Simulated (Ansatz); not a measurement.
The same path of CH₃NOTe (7 atoms, charge 0, multiplicity 1) was run 3 times with different band settings. Lost on the way: O3–H6. Made: N1–H6.

All numbers below come from RKS BHLYP-D4/def2-SVP in Ansatz.

Relaxed end points:

```xyz
7
Properties=species:S:1:pos:R:3
N 0.543 -1.413 -0.129
C 0.131 -0.243 0.017
O 0.583 0.543 0.988
Te -1.336 0.762 -1.183
H 0.128 -1.911 -0.903
H 1.232 0.029 1.481
H -1.218 2.164 -0.318
```

```xyz
7
Properties=species:S:1:pos:R:3
N 0.604 -1.071 0.177
C 0.119 0.179 0.305
O 0.447 0.962 1.136
Te -1.419 0.652 -1.183
H 0.382 -1.655 -0.606
H 1.336 -1.358 0.807
H -1.408 2.222 -0.681
```

Common settings: optimiser quadratic models (default); start path through a guess of the saddle point; force threshold 0.05 eV/Å; iteration limit 60; end points relaxed.

| run | movable images | climbing image | spring |
| --- | --- | --- | --- |
| 1 | 7 | yes | 5.0 eV/Å² |
| 2 | 7 | yes | 2.0 to 10.0 eV/Å², energy-weighted |
| 3 | 8 | no | 5.0 eV/Å² |

Problem. What does each run give, and how far can it be trusted?

Solution. Run 1: converged after 33 iterations, highest image 1.575 eV above the first end. A vibrational analysis at the climbing image gives one clearly imaginary mode, 2117i cm⁻¹: a first-order saddle point.
Run 2: converged after 31 iterations, highest image 1.575 eV above the first end. Another band between the same ends (7 images) ends at a top of the same energy, where a vibrational analysis finds 1 clearly imaginary mode.
Run 3: converged after 28 iterations, highest image 1.562 eV above the first end. No image climbed, so the highest image needn't sit at the top of the path.
The orbitals stay closed-shell, which can raise the energy where a bond breaks towards radicals; this wasn't checked here.
